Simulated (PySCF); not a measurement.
The dipole of 2,2,3,3,3-pentafluoro-1-propanol (`OCC(F)(F)C(F)(F)F`) from its density and from atomic charges.

Coordinates (GFN2-xTB, Å) and charges (e) from the PBE0/pcSseg-1 density (PySCF):

```tsv
atom	x	y	z	Mulliken	IAO	Hirshfeld	ESP-fitted
O1	2.248	-0.325	0.155	-0.4406	-0.5238	-0.2174	-0.5841
C2	1.078	0.336	-0.191	+0.1099	-0.0804	-0.0200	+0.1422
C3	-0.169	-0.379	0.358	+0.3383	+0.5114	+0.1533	+0.1756
F4	-0.200	-1.661	-0.092	-0.2928	-0.2908	-0.0928	-0.1582
F5	-0.153	-0.454	1.705	-0.2724	-0.2757	-0.0887	-0.1388
C6	-1.482	0.318	-0.079	+0.8077	+0.7841	+0.2443	+0.4172
F7	-1.478	1.599	0.296	-0.2606	-0.2730	-0.0799	-0.1660
F8	-1.596	0.297	-1.411	-0.2614	-0.2739	-0.0828	-0.1543
F9	-2.562	-0.256	0.432	-0.2447	-0.2556	-0.0799	-0.1176
H10	2.229	-1.234	-0.174	+0.2377	+0.3582	+0.1676	+0.4191
H11	1.133	1.332	0.256	+0.1478	+0.1772	+0.0558	+0.1206
H12	0.954	0.426	-1.280	+0.1310	+0.1423	+0.0407	+0.0443
```

Problem. Form Σ q r in debye for every column and set it beside the full dipole.

Solution. The full density gives (0.70, 0.07, -1.38) D, 1.55 D in size; dipole vectors point from the negative to the positive end.

```
    scheme    μx    μy     μz  size (D)  share of the full size (%)  angle to the full dipole (°)
  Mulliken  1.08  2.14  -2.19      3.25                         209                            39
       IAO  1.05  1.00  -1.88      2.38                         153                            23
 Hirshfeld  0.31  0.15  -0.70      0.78                          50                             9
ESP-fitted  0.73  0.05  -1.40      1.58                         102                             1
```

Problem. Which set comes closest?

Solution. Length of the difference vector: ESP-fitted 0.04 D, Hirshfeld 0.79 D, IAO 1.12 D, Mulliken 2.26 D. Closest: ESP-fitted. 

Problem. What is left for the Hirshfeld atoms' own dipoles?

Solution. The Hirshfeld atoms' densities add up to the full density, so μ = Σ q r + Σ (atomic dipoles). The atomic dipoles sum to (0.70, 0.07, -1.38) − (0.31, 0.15, -0.70) = (0.39, -0.08, -0.68) D, 0.79 D in size.

Problem. With the origin at the mean of the coordinates, (0.000, 0.000, -0.002) Å, which are the largest single terms, by size, of the Mulliken dipole along the direction of the full one?

Solution. C6 -2.26, F5 +2.11, F9 +1.82, O1 -1.81, H10 +1.25 D; all 12 atoms together +2.53 D. The single terms depend on the origin, their sum doesn't.

Problem. Give the size of the full dipole in other units.

Solution. 1.55 D = 0.610 au = 0.323 e·Å = 5.17 × 10⁻³⁰ C·m.

The structure is a single GFN2-xTB conformer in the gas phase; no vibrational or solvent corrections.

These values come from a run that also computed NMR shieldings. Time: 21 s. Hardware: one thread of an x86-64 server, shared host.

Shape of the structure used: `[OH:1][CH2:2][C:3]([F:4])([F:5])[C:6]([F:7])([F:8])[F:9]`: O1–C2–C3–F4 -57°, C2–C3–C6–F7 -56°, H–O1–C2–C3 58°.
